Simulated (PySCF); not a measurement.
# Multinuclear NMR of C5H11NOSi2

Atoms are numbered as in `[CH2:1]=[N:2][SiH2:3][Si@@H:4]([C:5]#[C:6][CH3:7])[O:8][CH3:9]`; H(Xn) means a hydrogen on atom n. Ha(C1) is cis to Si3; Ha(Si3) is pro-R; Hb(Si3) is pro-S; Hb(C1) is trans to Si3.

Theoretical values (PySCF): geometry from GFN2-xTB, shieldings: GIAO PBE0/pcSseg-1. In vacuum, single conformer, one averaged value for each set of equivalent atoms, non-relativistic Hamiltonian.

Question: What are the 29Si shifts?

Answer: 
```
atoms                    environment  σ (ppm)  δ (ppm)
  Si4  silicon bonded to C, O, Si, H    385.8    -37.1
  Si3   silicon bonded to N, Si, 2 H    404.6    -52.6
```

Shieldings were converted by a linear fit to measured shifts: 29Si (scatter 8.9 ppm rms, 25.8 ppm with the 6 outliers that the fit left out vs TMS, solution or neat liquid). Occasional misses reach two or three times the rms, and more in compound classes unlike the fitted ones.

On a 500 MHz spectrometer 29Si resonates near 99.3 MHz, so 1 ppm is 99.3 Hz.

Question: Where does 15N resonate?

Answer: 
| atoms | environment | σ (ppm) | δ (ppm) |
| --- | --- | --- | --- |
| N2 | imine nitrogen | -149.8 | -10.0 |

Shieldings were converted by a linear fit to measured shifts: 15N (scatter 6.3 ppm rms vs CH3NO2, solution or neat liquid). Occasional misses reach two or three times the rms, and more in compound classes unlike the fitted ones.

On a 400 MHz spectrometer 15N resonates near 40.5 MHz, so 1 ppm is 40.5 Hz.

Question: Predict the 17O NMR data.

Answer: 
```json
{"atoms": "O8", "environment": "oxygen bonded to C, Si", "σ (ppm)": "329.6", "δ (ppm)": "-33.6"}
```

Shieldings were converted by a linear fit to measured shifts: 17O: δ = 266.70 − 0.911σ (rms 10.7 ppm, 155 shifts, 12.2 ppm with the 3 outliers that the fit left out vs liquid water, solution or neat liquid). A few per cent of atoms miss by over 2 rms, more outside the fitted compound classes.

On a 400 MHz spectrometer 17O resonates near 54.2 MHz, so 1 ppm is 54.2 Hz.
